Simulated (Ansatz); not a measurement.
Geometry optimisation, Ansatz, RKS PBE/def2-SVP.

The input (input.yaml):

```yaml
crystal:
  periodic: [false, false, false]
  atoms:
    - { symbol: Ge, position_ang: [0.022641, -0.465641, -0.299633] }
    - { symbol: H, position_ang: [0.781997, 0.635982, 2.111829] }
    - { symbol: Cl, position_ang: [1.982232, 0.274469, -0.837461] }
    - { symbol: H, position_ang: [-0.892306, 0.663028, 0.19548] }
    - { symbol: Cl, position_ang: [-0.835457, -1.374575, -2.079641] }
    - { symbol: O, position_ang: [0.181608, -1.752737, 0.907623] }
    - { symbol: Si, position_ang: [0.354393, -3.43318, 0.731279] }
    - { symbol: H, position_ang: [1.296429, -3.764888, -0.392047] }
    - { symbol: H, position_ang: [0.915749, -3.921081, 2.033963] }
    - { symbol: H, position_ang: [-0.980094, -4.075501, 0.47868] }
    - { symbol: H, position_ang: [0.662808, -0.060977, 2.256127] }
basis:
  gaussian: { orbitals: def2-SVP }
hamiltonian:
  xc: pbe
relax:
  f_tol: 0.03
  max_steps: 50
output:
  orbitals: {}
```

Launched with:

```bash
$ ansatz run input.yaml --threads 4 --pin off --max-ram 5120MiB --backend cpu --events-out ev --progress --plain --runs-dir out
```

Question: Where does it end, and by what steps?

Answer: The forces met the threshold. The force dipped under the threshold on the way, but the program's further checks kept it going. After 24 steps the energy has fallen by 0.171 eV; H2 moved furthest, 1.51 Å.

| step | energy less start (eV) | largest force component (eV/Å) | accepted |
| --- | --- | --- | --- |
| 0 | 0.0000 | 1.883 | yes |
| 1 | -0.1060 | 0.100 | yes |
| 2 | -0.1379 | 0.059 | yes |
| 3 | -0.1501 | 0.078 | yes |
| 4 | -0.1529 | 0.026 | yes |
| 5 | -0.1544 | 0.085 | yes |
| 6 | -0.1551 | 0.268 | yes |
| 7 | -0.1568 | 0.143 | yes |
| 8 | -0.1530 | 0.337 | no |
| 9 | -0.1581 | 0.034 | yes |
| 10 | -0.1604 | 0.054 | yes |
| 11 | -0.1616 | 0.225 | yes |
| 12 | -0.1630 | 0.100 | yes |
| 13 | -0.1643 | 0.061 | yes |
| 14 | -0.1659 | 0.072 | yes |
| 15 | -0.1665 | 0.076 | yes |
| 16 | -0.1673 | 0.091 | yes |
| 17 | -0.1684 | 0.057 | yes |
| 18 | -0.1691 | 0.061 | yes |
| 19 | -0.1695 | 0.108 | yes |
| 20 | -0.1698 | 0.075 | yes |
| 21 | -0.1701 | 0.009 | yes |
| 22 | -0.1703 | 0.011 | yes |
| 23 | -0.1703 | 0.053 | no |
| 24 | -0.1705 | 0.013 | yes |

```xyz
11
Properties=species:S:1:pos:R:3
Ge 0.018 -0.483 -0.802
H 0.514 0.094 3.498
Cl 1.899 -0.309 -1.859
H -0.475 0.889 -0.314
Cl -1.409 -1.414 -2.142
O 0.243 -1.531 0.609
Si 0.504 -3.201 0.772
H 1.465 -3.689 -0.277
H 1.083 -3.399 2.141
H -0.794 -3.947 0.650
H 0.442 -0.284 2.831
```

The run took 27 s on 4 threads of Intel(R) Xeon(R) Platinum 8488C (Sapphire Rapids), with other jobs on the host, peak memory 0.22 GiB.
